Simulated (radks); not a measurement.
Species: the holmium ion Ho7+. Configuration: [Kr] 4d10 4f9 5s2 5p3. Method: scalar-relativistic Kohn-Sham, SCAN, spin-polarised, spherical densities, finite nucleus; open shells are filled with parallel spins first (spin-orbit coupling, left out, can overturn this in heavy ions); meta-GGA in the generalised Kohn-Sham scheme; Fermi nuclear charge, rms radius 5.2022 fm; computed with a radial shooting solver on a logarithmic mesh with Libxc functionals.

Unscreened Slater integrals over Kohn-Sham orbitals (eV). They are taken over the spin-up orbitals.

F0(4f,4f): 35.068
F2(4f,4f): 16.967
F4(4f,4f): 10.703
F6(4f,4f): 7.7165
F0(4f,5p): 22.333
F2(4f,5p): 7.7969
G2(4f,5p): 3.6331
G4(4f,5p): 2.9425
F0(4f,5s): 24.252
G3(4f,5s): 4.1974
F0(4f,4d): 37.848
F2(4f,4d): 18.405
F4(4f,4d): 11.805
G1(4f,4d): 21.576
G3(4f,4d): 13.656
G5(4f,4d): 9.6845
F0(5p,5p): 18.671
F2(5p,5p): 10.242
F0(5p,5s): 19.584
G1(5p,5s): 13.373
F0(5p,4d): 23.037
F2(5p,4d): 6.8871
G1(5p,4d): 1.9512
G3(5p,4d): 1.9266
F0(5s,5s): 20.708
F0(5s,4d): 25.148
G2(5s,4d): 2.7274
F0(4d,4d): 41.500
F2(4d,4d): 21.123
F4(4d,4d): 14.151

Derived for the open shells (J is the average intra-shell exchange parameter used in DFT+U). 4f: F4/F2 = 0.631, F6/F2 = 0.455, J = (286 F2 + 195 F4 + 250 F6)/6435 = 1.378 eV. 5p: J = F2/5 = 2.048 eV.
